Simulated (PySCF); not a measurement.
ClGeH₃Se, SMILES Cl[Se][GeH3]. Atoms are numbered in the order given.

```xyz
6

Se     0.8323     0.6399     0.0000
Cl    -1.0543     1.8277     0.0000
Ge    -0.2798    -1.4733     0.0000
H     -1.1418    -1.5856     1.2679
H      0.8608    -2.5107     0.0000
H     -1.1418    -1.5856    -1.2679
```

Coordinates come from a B3LYP-D3(BJ)/def2-SVP optimisation. The structure was generated by enumeration, and PubChem lists no compound with its InChIKey, so it may never have been made.

Level of theory: PySCF with PBE/def2-TZVPD.

Symmetry labels are those of the subgroup Cs that the program uses (full group Cs).

Computed valence orbital energies around the gap with their symmetry:
| orbital | symmetry | energy (eV) |
|---|---|---|
| HOMO−7 | A' | -13.94 |
| HOMO−6 | A' | -10.16 |
| HOMO−5 | A' | -9.15 |
| HOMO−4 | A" | -9.11 |
| HOMO−3 | A' | -8.71 |
| HOMO−2 | A" | -8.24 |
| HOMO−1 | A' | -7.20 |
| HOMO | A" | -5.80 |
| LUMO | A' | -3.57 |
| LUMO+1 | A' | -1.71 |
| LUMO+2 | A' | -0.68 |
| LUMO+3 | A" | 0.12 |
